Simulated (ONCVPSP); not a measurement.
**Cutoff test, tantalum (Ta), ONCV**

```json
{
  "Element": "tantalum (Ta)",
  "Generator": "ONCVPSP 4.0.1",
  "Type": "optimised norm-conserving Vanderbilt (ONCV)",
  "Functional": "LDA (Perdew-Wang 92)",
  "Relativity": "scalar-relativistic",
  "Frozen core": "[Kr] 4d10",
  "Valence charge": "27",
  "Reference configuration": "4f14 5s2 5p6 5d3 6s1.75 6p0.25",
  "Partial waves": "5s+6s: rc 1.85 bohr, ncon 4, nbas 8, qcut 6.3 1/bohr, 2 projectors; 5p+6p: rc 2.55 bohr, ncon 5, nbas 9, qcut 4.3 1/bohr, 2 projectors; 5d: rc 1.75 bohr, ncon 3, nbas 7, qcut 5.6 1/bohr, 2 projectors, debl 3.1 Ha; 4f: rc 0.55 bohr, ncon 4, nbas 7, qcut 19.8 1/bohr, 2 projectors, debl 3.2 Ha",
  "Local potential": "polynomial inside 0.55 bohr (lpopt 3, dvloc0 -1 Ha)",
  "Core correction": "Teter function, fcfact 5.5, rcfact 1.45"
}
```

Q: For each optimised wave give the share of its norm inside rc, the residual kinetic energy above qcut (Ha) and the cutoffs (Ha) for errors of 10, 1, 0.1 and 0.01 mHa per electron.

A:

```tsv
wave	norm inside rc	residual KE	10 mHa	1 mHa	0.1 mHa	0.01 mHa
5s	0.964	1.1e-05	10.3	14.4	17.3	20.9
6s	0.076	1.7e-05	6.3	13.7	17.4	22.0
5p	0.986	7.5e-04	7.1	9.3	30.1	39.6
6p	0.075	1.3e-04	5.2	7.6	9.5	16.9
5d	0.385	8.1e-05	9.6	12.8	15.7	36.9
d projector 2	0.110	7.8e-04	11.8	15.4	22.9	41.1
4f	0.478	1.9e-01	605.4	702.2	956.6	not reached
f projector 2	0.054	2.9e-02	220.1	685.8	903.3	1189.2
```

The occupied waves need 702 Ha and 957 Ha for 1 and 0.1 mHa. Note: ghosts flagged at negative energy: s at -667.4 eV, p at -1037.9 eV; GHOST(+) flagged for d at 126.6 eV. A true bound ghost makes a file unfit for plane-wave use.
